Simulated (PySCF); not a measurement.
CrO₂F, SMILES [O]=[Cr+](=[O])[F], charge +1, multiplicity 1. Atoms are numbered in the order given.

```xyz
4

Cr     0.0529     0.2581     0.0000
O      0.7797    -0.2652     1.2102
O      0.7797    -0.2652    -1.2102
F     -1.5274    -0.2169     0.0000
```
Charge +1, spin multiplicity 1.

Geometry optimised at PBE0-D3(BJ)/def2-SVP. The multiplicity is an assumed one; other spin states were not compared. The isomer is the one that the SMILES or the coordinates give; other isomers of the formula were not compared.

Level of theory: PySCF with TDDFT-B3LYP/def2-SVPD.

Vertical excitations. Gas-phase values at a fixed geometry. State labels are in the subgroup Cs.

Computed lowest excited states:
```csv
state,symmetry,energy (eV),λ (nm),f,main pairs
S1,A",2.41,515,0.000,HOMO→LUMO 100 %
S2,A",3.29,377,0.002,HOMO→LUMO+1 92 %
S3,A',3.45,360,0.000,HOMO→LUMO+2 96 %
S4,A',3.86,322,0.002,HOMO−3→LUMO 88 %
S5,A",3.86,322,0.003,HOMO−2→LUMO 87 %
S6,A',3.91,317,0.005,HOMO−1→LUMO 75 %
S7,A',4.33,286,0.002,HOMO−1→LUMO+1 88 %
S8,A",4.45,279,0.001,HOMO−2→LUMO+1 84 %
S9,A",4.79,259,0.000,"HOMO−1→LUMO+2 60 %, HOMO−3→LUMO+2 15 %, HOMO−5→LUMO 13 %"
S10,A',4.80,258,0.003,"HOMO−3→LUMO+1 61 %, HOMO−2→LUMO+2 30 %"
T1,A",2.16,575,0,HOMO→LUMO 97 %
T2,A",2.61,476,0,HOMO→LUMO+1 93 %
T3,A',2.87,432,0,"HOMO−1→LUMO 66 %, HOMO→LUMO+2 19 %"
T4,A',2.97,418,0,HOMO→LUMO+2 75 %
```
Triplets are in the Tamm–Dancoff approximation, which puts them higher than full response would, so one can lie above its singlet here.
